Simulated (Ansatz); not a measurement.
Consider the substitution at a C–C bond: `O=CC([SiH3])=S` + `C=CN[SiH3]` → `C=CN([SiH3])C=O` + `[SiH3]C=S`.

Calculated with Ansatz (gas phase, PBE0-D4/def2-TZVP geometries, no zero-point term in ΔE). CCSD(T)/CBS adds triple-zeta CCSD(T) − MP2 to the extrapolated MP2 energy (def2 sets, frozen cores). This one scheme is used for every species. DFT in def2-TZVPP. B3LYP here is the variant with VWN-RPA as its local correlation; programs differ in this. One conformer a species, not always the lowest.

```tsv
level	ΔE (kJ/mol)	difference from CCSD(T)/CBS
PBE0-D4	-36.9	-3.6
B3LYP-D4	-34.4	-1.1
ωB97X-V	-36.2	-2.9
r2SCAN	-37.0	-3.7
HF/def2-TZVPP	-31.9	1.4
SCS-MP2/def2-TZVPP	-30.3	3.0
HF/def2-QZVPP	-31.9	1.4
MP2/def2-QZVPP	-32.5	0.8
HF/CBS(def2)	-31.9	1.4
MP2/CBS(def2)	-32.3	1.0
CCSD(T)/CBS	-33.3	0
```

Largest T1 diagnostic among the species: 0.016.
